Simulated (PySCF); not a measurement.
C4H13BrSi2, SMILES C[Si](C)(C)[SiH2]CBr, GFN2-xTB optimised geometry.

```
20

C      1.84     1.56     0.87
Si     1.15    -0.01     0.00
C      1.77    -1.54     0.94
C      1.83    -0.06    -1.79
Si    -1.19    -0.01     0.00
C     -1.84     1.80     0.00
Br    -1.18     2.74    -1.59
H      1.48     1.64     1.89
H      2.92     1.54     0.90
H      1.54     2.46     0.34
H      2.86    -1.58     0.96
H      1.42    -2.46     0.48
H      1.43    -1.55     1.97
H      1.48    -0.95    -2.31
H      2.91    -0.07    -1.80
H      1.50     0.80    -2.36
H     -1.83    -0.61    -1.18
H     -1.87    -0.59     1.17
H     -1.50     2.38     0.85
H     -2.92     1.87    -0.05
```

Density from PySCF with PBE/def2-SVP at that geometry.

Minimum of the electron density along straight lines between bonded atoms, close to the bond critical point (lines longer than 1.1 times the sum of covalent radii, or with two minima, are not listed):

```json
[
 {"bond": "C1–Si2", "length / Å": "1.914", "ρ at the minimum / e bohr⁻³": "0.107", "∇²ρ there / e bohr⁻⁵": "0.28", "position (fraction from the first atom)": "0.62"},
 {"bond": "Si2–C3", "length / Å": "1.909", "ρ at the minimum / e bohr⁻³": "0.108", "∇²ρ there / e bohr⁻⁵": "0.30", "position (fraction from the first atom)": "0.38"},
 {"bond": "Si2–C4", "length / Å": "1.910", "ρ at the minimum / e bohr⁻³": "0.108", "∇²ρ there / e bohr⁻⁵": "0.29", "position (fraction from the first atom)": "0.38"},
 {"bond": "Si5–C6", "length / Å": "1.921", "ρ at the minimum / e bohr⁻³": "0.104", "∇²ρ there / e bohr⁻⁵": "0.31", "position (fraction from the first atom)": "0.38"},
 {"bond": "C6–Br7", "length / Å": "1.954", "ρ at the minimum / e bohr⁻³": "[?]", "∇²ρ there / e bohr⁻⁵": "[?]", "position (fraction from the first atom)": "0.44"},
 {"bond": "C1–H8", "length / Å": "1.087", "ρ at the minimum / e bohr⁻³": "0.269", "∇²ρ there / e bohr⁻⁵": "-0.94", "position (fraction from the first atom)": "0.63"},
 {"bond": "C1–H9", "length / Å": "1.087", "ρ at the minimum / e bohr⁻³": "0.269", "∇²ρ there / e bohr⁻⁵": "-0.95", "position (fraction from the first atom)": "0.63"},
 {"bond": "C1–H10", "length / Å": "1.086", "ρ at the minimum / e bohr⁻³": "0.270", "∇²ρ there / e bohr⁻⁵": "-0.96", "position (fraction from the first atom)": "0.63"},
 {"bond": "C3–H11", "length / Å": "1.086", "ρ at the minimum / e bohr⁻³": "0.269", "∇²ρ there / e bohr⁻⁵": "-0.95", "position (fraction from the first atom)": "0.63"},
 {"bond": "C3–H12", "length / Å": "1.086", "ρ at the minimum / e bohr⁻³": "0.270", "∇²ρ there / e bohr⁻⁵": "-0.95", "position (fraction from the first atom)": "0.63"},
 {"bond": "C3–H13", "length / Å": "1.086", "ρ at the minimum / e bohr⁻³": "0.270", "∇²ρ there / e bohr⁻⁵": "-0.95", "position (fraction from the first atom)": "0.63"},
 {"bond": "C4–H14", "length / Å": "1.087", "ρ at the minimum / e bohr⁻³": "0.270", "∇²ρ there / e bohr⁻⁵": "-0.95", "position (fraction from the first atom)": "0.63"},
 {"bond": "C4–H15", "length / Å": "1.087", "ρ at the minimum / e bohr⁻³": "0.269", "∇²ρ there / e bohr⁻⁵": "-0.94", "position (fraction from the first atom)": "0.63"},
 {"bond": "C4–H16", "length / Å": "1.086", "ρ at the minimum / e bohr⁻³": "0.271", "∇²ρ there / e bohr⁻⁵": "-0.97", "position (fraction from the first atom)": "0.63"},
 {"bond": "Si5–H17", "length / Å": "1.470", "ρ at the minimum / e bohr⁻³": "0.114", "∇²ρ there / e bohr⁻⁵": "0.31", "position (fraction from the first atom)": "0.49"},
 {"bond": "Si5–H18", "length / Å": "1.473", "ρ at the minimum / e bohr⁻³": "0.113", "∇²ρ there / e bohr⁻⁵": "0.31", "position (fraction from the first atom)": "0.49"},
 {"bond": "C6–H19", "length / Å": "1.087", "ρ at the minimum / e bohr⁻³": "0.277", "∇²ρ there / e bohr⁻⁵": "-1.03", "position (fraction from the first atom)": "0.64"},
 {"bond": "C6–H20", "length / Å": "1.087", "ρ at the minimum / e bohr⁻³": "0.277", "∇²ρ there / e bohr⁻⁵": "-1.03", "position (fraction from the first atom)": "0.64"}
]
```

**Question.** Some entries are withheld; supply them.

**Answer.** 
- C6–Br7, ρ at the minimum / e bohr⁻³: 0.142
- C6–Br7, ∇²ρ there / e bohr⁻⁵: -0.13
